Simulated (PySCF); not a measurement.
C₆H₁₀OSSi.
Atom-mapped SMILES: `[CH3:1][C@@H:2]([SH:3])[C@@H:4]1[SiH2:5][CH:6]=[CH:7][C:8]1=[O:9]`

Cartesian coordinates in Å at the GFN2-xTB level; atoms count from 1:
```
atom  x, y, z in Å
C1    -2.3358   -0.8049    0.4074
C2    -1.1815   -0.3316   -0.4558
S3    -1.7240    0.9995   -1.6034
C4     0.0141    0.1673    0.3353
Si5    1.3045    1.1714   -0.6632
C6     2.6558    0.5020    0.4710
C7     2.2157   -0.5162    1.2127
C8     0.8169   -0.9371    0.9906
O9     0.3916   -2.0391    1.2529
H10   -2.6834   -0.0032    1.0587
H11   -3.1667   -1.1370   -0.2110
H12   -1.9992   -1.6371    1.0221
H13   -0.8662   -1.1327   -1.1289
H14   -2.1539    1.8301   -0.6544
H15   -0.3456    0.8043    1.1524
H16    1.4533    0.6925   -2.0336
H17    1.1060    2.6160   -0.5745
H18    3.6732    0.8535    0.5386
H19    2.8156   -1.0885    1.9060
```

NICS = −σ at a ghost point: NICS(0) at the centroid of the ring atoms, NICS(1) 1 Å to either side along the normal of their mean plane, zz for the tensor component along that normal. Level: GIAO PBE0/pcSseg-1 (PySCF, non-relativistic, gas phase) on the GFN2-xTB geometry, one conformer.

Ring bond lengths (Å), with Mayer bond orders in brackets: C4–Si5 1.916 (0.83), Si5–C6 1.887 (0.85), C6–C7 1.334 (1.82), C7–C8 1.478 (1.05), C8–C4 1.514 (0.93).

Q: Give the NICS values of each ring in ppm.

A: 
| ring | type | NICS(0) | NICS(1), two faces | NICS(1)zz, two faces | rms pucker (Å) | centre to ring atoms, mean (Å) |
| --- | --- | --- | --- | --- | --- | --- |
| C4–Si5–C6–C7–C8 | 5-membered ring with Si; formal bonds 1 double, 4 single | 1.3 | -3.1 / -2.8 | -1.6 / 0.3 | 0.13 | 1.37 |

Q: What can be read from them?

A: 
- C4–Si5–C6–C7–C8: mean NICS(1)zz -0.7 ppm, near zero. C4, Si5 have four or more neighbours, and the NICS criterion for π rings isn't applied.

Q: At the first NICS(1) probe listed for ring C4–Si5–C6–C7–C8, 1 Å off the ring, what do the in-plane components average?

A: The isotropic value is a third of the trace: (3 × -3.1 − (-1.6))/2 = -3.9 ppm.

Q: Give the inner angles of the rings and the Hirshfeld charges of the ring atoms.

A: 
- C4–Si5–C6–C7–C8: C4 104.5° (-0.129 e), Si5 89.0° (+0.316 e), C6 111.6° (-0.115 e), C7 116.5° (-0.046 e), C8 111.0° (+0.152 e); sum 532.7° against 540° for a flat convex ring.

Hardware: one thread, Arm Neoverse V1 (aarch64), no GPU (shared host). Cost: 51 s wall, 1.0 GiB resident at most. This is the whole shielding run at PBE0/pcSseg-1, SCF included.
